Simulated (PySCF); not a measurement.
PySCF input for C4H6BFO, SMILES O=C1CCCB1F, IEF-PCM-B3LYP/def2-SVP. The structure is a stationary point at B3LYP-D3(BJ)/def2-SVP. The structure was generated by enumeration, and PubChem lists no compound with its InChIKey, so it may never have been made. Other conformers were not sampled.

```python
import numpy as np
from pyscf import gto, scf, dft
from pyscf.solvent import pcm

mol = gto.M(
    atom='''
    O     1.96398330    0.89235735   -0.10474783
    C     0.95434797    0.22123682   -0.07032876
    C     0.88432687   -1.28759491    0.18304591
    C    -0.53753286   -1.55892486    0.72125072
    C    -1.48938063   -0.56205109    0.00509778
    B    -0.58955099    0.69271995   -0.24022463
    F    -0.97330518    1.91623566   -0.54917471
    H     1.70322822   -1.63635500    0.83047070
    H     1.01805065   -1.77974287   -0.80040111
    H    -0.84008935   -2.60867134    0.59052194
    H    -0.55755202   -1.35959434    1.80612152
    H    -1.75275888   -0.94980629   -1.00212183
    H    -2.44581180   -0.39040531    0.52269290
    ''',
    basis='def2-SVP',
    charge=0,
    spin=0,
    max_memory=1600,
    verbose=3,
)
mf = dft.RKS(mol, xc='b3lyp').density_fit(auxbasis='def2-universal-jkfit')
mf.grids.level = 3
mf.conv_tol = 1e-9
mf.max_cycle = 100
mf.kernel()
res = {}
for name, eps in {'water': 78.355, 'ethanol': 24.852, 'chloroform': 4.7113}.items():
    s = mf.PCM()
    s.with_solvent.method, s.with_solvent.eps, s.with_solvent.lebedev_order = 'IEF-PCM', eps, 29
    s.kernel(mf.make_rdm1())
    res[name] = (s.e_tot, eps, s.dip_moment(), s.mo_energy, s.converged)
    print(f'{name}: electrostatic solvation free energy {(s.e_tot - mf.e_tot) * 627.509474:.3f} kcal/mol')
```

Log of the run:

```
converged SCF energy = -355.737761473782

WARN: PCM is an experimental feature. It is still in testing.
Features and APIs may be changed in the future.

converged SCF energy = -355.746201233211
Dipole moment(X, Y, Z, Debye): -2.67701, -3.32560,  0.27225
water: electrostatic solvation free energy -5.296 kcal/mol

WARN: PCM is an experimental feature. It is still in testing.
Features and APIs may be changed in the future.

converged SCF energy = -355.745816915873
Dipole moment(X, Y, Z, Debye): -2.65109, -3.29397,  0.27447
ethanol: electrostatic solvation free energy -5.055 kcal/mol

WARN: PCM is an experimental feature. It is still in testing.
Features and APIs may be changed in the future.

converged SCF energy = -355.743706159021
Dipole moment(X, Y, Z, Debye): -2.50759, -3.11887,  0.28145
chloroform: electrostatic solvation free energy -3.730 kcal/mol
```

The run converged.

Cost: very roughly 2.5 core-minutes.
